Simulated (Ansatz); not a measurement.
Consider the formal exchange of groups at the Si–C bond: `C#C[SiH3]` + `[SiH3]/C=C/[SiH3]` → `[SiH3]C=C([SiH3])[SiH3]` + `C#C`.

Calculated with Ansatz (gas phase, PBE0-D4/def2-TZVP geometries, no zero-point term in ΔE). CBS: MP2 limit from def2 TZ/QZ plus the TZ coupled-cluster correction, frozen cores. This one scheme is used for every species. Functionals use def2-TZVPP. B3LYP here is the variant with VWN-RPA as its local correlation; programs differ in this.

`C#C[SiH3]`:

```xyz
7

C    -0.818    1.451   -1.035
C    -0.315    0.558   -0.399
Si    0.446   -0.790    0.564
H    -1.263    2.239   -1.598
H    -0.304   -0.972    1.831
H     0.399   -2.044   -0.227
H     1.856   -0.442    0.864
```

`[SiH3]/C=C/[SiH3]`:

Cartesian coordinates in Å:
```
Si -0.392 1.771 -1.419
C 0.276 0.593 -0.138
C -0.276 -0.594 0.137
Si 0.392 -1.770 1.419
H 0.631 2.045 -2.464
H -1.595 1.164 -2.048
H -0.760 3.070 -0.795
H 1.168 0.890 0.418
H -1.167 -0.890 -0.419
H 0.754 -3.073 0.798
H 1.598 -1.166 2.044
H -0.630 -2.038 2.468
```

`[SiH3]C=C([SiH3])[SiH3]`:

Z-matrix (Å, degrees):
```
Si
C 1 1.882
H 1 1.486 2 107.6
H 1 1.487 2 111.5 3 119.1
H 1 1.486 2 111.5 3 -119.1
C 2 1.345 1 128.2 3 -180.0
H 2 1.094 1 114.2 3 0.0
Si 6 1.870 2 122.7 1 -0.0
Si 6 1.872 2 118.8 1 180.0
H 8 1.487 6 109.8 2 120.6
H 8 1.487 6 110.7 2 -0.1
H 8 1.487 6 109.8 2 -120.8
H 9 1.488 6 110.5 2 -120.5
H 9 1.487 6 109.0 2 0.1
H 9 1.488 6 110.5 2 120.7
```

`C#C`:

```xyz
4

C    -0.457    0.387    0.004
C     0.457   -0.387   -0.004
H    -1.270    1.075    0.011
H     1.270   -1.075   -0.011
```

```
         level  ΔE (eV)
        PBE-D4     0.41
       PBE0-D4     0.43
      B3LYP-D4     0.45
          PBE0     0.50
 HF/def2-TZVPP     0.66
MP2/def2-TZVPP     0.46
 MP2/CBS(def2)     0.45
CCSD/CBS(def2)     0.47
```

**Question.** What does CCSD(T)/CBS give? (Best estimate.)

**Answer.** Ansatz gave: +0.44 eV. The listed levels differ from it by -0.03, -0.01, 0.01, 0.06, 0.22, 0.02, 0.01, 0.03 eV.

Largest T1 diagnostic among the species: 0.013.

In def2-TZVPP, CCSD(T) changes the Hartree–Fock value by −0.20 eV (the triples alone add −0.03 eV) and MP2 by −0.20 eV. The D4 term adds −0.14 eV with B3LYP and −0.08 eV with PBE0; it sums over pairs of atoms, weighted by their polarisabilities, and B3LYP, whose exchange is more repulsive, gets the larger term.
